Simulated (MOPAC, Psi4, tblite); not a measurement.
Interaction energy of HBr ··· Br2 (SMILES Br and BrBr). Monomers: optimised at B3LYP-D3(BJ) (def2-TZVP), held rigid. Orientation: a higher rigid-body minimum at GFN2-xTB. Only R, the distance of the centres of mass, is varied, so the lowest point isn't the relaxed dimer.

Geometry at R = 4.77 Å (first 2 atoms: monomer A):
```
4

Br     0.7124     0.0000     0.0000
H     -0.7124     0.0000     0.0000
Br    -1.4173     2.2595    -1.8818
Br    -2.7545     3.5485    -3.2650
```

- PM3, restricted, heats of formation (MOPAC)
- GFN2-xTB (tblite)
- PM7, restricted, heats of formation (MOPAC)
- wB97X-D/def2-TZVP, counterpoise-corrected (Psi4)

Interaction energies in kJ/mol; the last columns give the difference from wB97X-D:

| R / Å | PM3 | GFN2-xTB | PM7 | wB97X-D/def2-TZVP | PM3 − wB97X-D/def2-TZVP | GFN2-xTB − wB97X-D/def2-TZVP | PM7 − wB97X-D/def2-TZVP |
|---|---|---|---|---|---|---|---|
| 4.17 | -11.03 | -3.73 | 12.89 | 12.29 | -23.33 | -16.02 | 0.59 |
| 4.36 | -5.56 | -11.85 | 3.04 | 3.07 | -8.63 | -14.92 | -0.03 |
| 4.54 | -2.88 | -13.03 | -1.30 | -0.89 | -1.99 | -12.14 | -0.41 |
| 4.77 | -0.81 | -11.32 | -3.17 | -2.57 | 1.76 | -8.75 | -0.60 |
| 5.00 | -0.02 | -9.10 | -3.21 | -2.75 | 2.73 | -6.35 | -0.47 |
| 5.16 | 0.12 | -7.80 | -2.92 | -2.55 | 2.67 | -5.25 | -0.37 |
| 5.49 | 0.16 | -5.82 | -2.41 | -1.98 | 2.14 | -3.84 | -0.43 |
| 5.78 | 0.16 | -4.58 | -2.17 | -1.49 | 1.65 | -3.09 | -0.68 |
| 6.30 | 0.15 | -3.03 | -1.60 | -0.79 | 0.93 | -2.25 | -0.82 |
| 6.94 | 0.13 | -1.85 | -0.86 | -0.29 | 0.43 | -1.55 | -0.57 |
| 7.97 | 0.10 | -0.89 | -0.35 | -0.05 | 0.15 | -0.84 | -0.30 |
| 9.27 | 0.07 | -0.41 | -0.14 | 0.01 | 0.06 | -0.42 | -0.14 |

PM3 is furthest from wB97X-D/def2-TZVP at 4.17 (-23.33 kJ/mol, below); its mean absolute difference over the points is 3.87 kJ/mol.

GFN2-xTB is furthest from wB97X-D/def2-TZVP at 4.17 (-16.02 kJ/mol, below); its mean absolute difference over the points is 6.29 kJ/mol.

PM7 is furthest from wB97X-D/def2-TZVP at 6.30 (-0.82 kJ/mol, below); its mean absolute difference over the points is 0.45 kJ/mol.
